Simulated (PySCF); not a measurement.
Towards the basis-set limit for AlI

State: ¹Σ⁺, singlet, closed shell. De refers to Al + I. RHF-based CCSD(T) in PySCF 2.14 with Al cc-pV(T+d)Z, I cc-pVTZ-PP with ECP28 and Al cc-pV(Q+d)Z, I cc-pVQZ-PP with ECP28 (frozen core orbitals: 14; scalar-relativistic core potentials). Correlation energies are extrapolated as n⁻³ (n = 3, 4), Hartree–Fock as (n+1)·exp(−9√n). CV is the change on freezing 5 orbitals instead, in Al cc-pwCVTZ, I cc-pwCVTZ-PP with ECP28.

| Level | Re (Å) | ωe (cm⁻¹) | ωexe (cm⁻¹) | αe (cm⁻¹) | De (eV) |
| --- | --- | --- | --- | --- | --- |
| CCSD(T)/TZ | 2.5610 | 318.7 | 0.958 | 0.000524 | 3.788 |
| CCSD(T)/QZ | 2.5553 | 316.4 | 0.982 | 0.000545 | 3.904 |
| HF/CBS | 2.5777 | 302.7 | 0.990 | 0.000560 | 2.851 |
| MP2/CBS | 2.5501 | 317.1 | 0.989 | 0.000552 | 4.103 |
| CCSD/CBS | 2.5525 | 315.7 | 0.999 | 0.000555 | 3.855 |
| CCSD(T)/CBS | 2.5529 | 315.7 | 0.990 | 0.000553 | 3.994 |
| CCSD(T)/CBS+CV | 2.5384 | 317.8 | 1.01 | 0.000563 | 4.053 |

Question: How much is left between CCSD(T)/QZ and the basis-set limit, and how much do the triples give at the limit?

Answer: CCSD(T)/CBS less CCSD(T)/QZ: -2.4 mÅ in Re, -0.7 cm⁻¹ in ωe and +0.090 eV in De. CCSD(T)/CBS less CCSD/CBS: +0.4 mÅ in Re, +0.0 cm⁻¹ in ωe and +0.139 eV in De.

Question: What do the later terms add?

Answer: CV: -14.5 mÅ in Re, +2.1 cm⁻¹ in ωe and +0.059 eV in De, each against the row above.

Measured (Huber and Herzberg, Constants of Diatomic Molecules (1979)): Re = 2.537102 Å, ωe = 316.1 cm⁻¹, ωexe = 1.0 cm⁻¹. The last row is off by 1.3 mÅ and 1.7 cm⁻¹.

The T1 diagnostic is 0.014. The open-shell atoms are computed with UHF. Spin–orbit coupling, excitations beyond (T) and corrections to the Born–Oppenheimer picture are left out, and spin–orbit coupling matters for open p, d or f shells this heavy.

The whole job (state search and all basis sets along the bond) took about 9.3 min on 4 threads of Intel Xeon Platinum 8488C (shared host), peak memory 6.8 GiB.
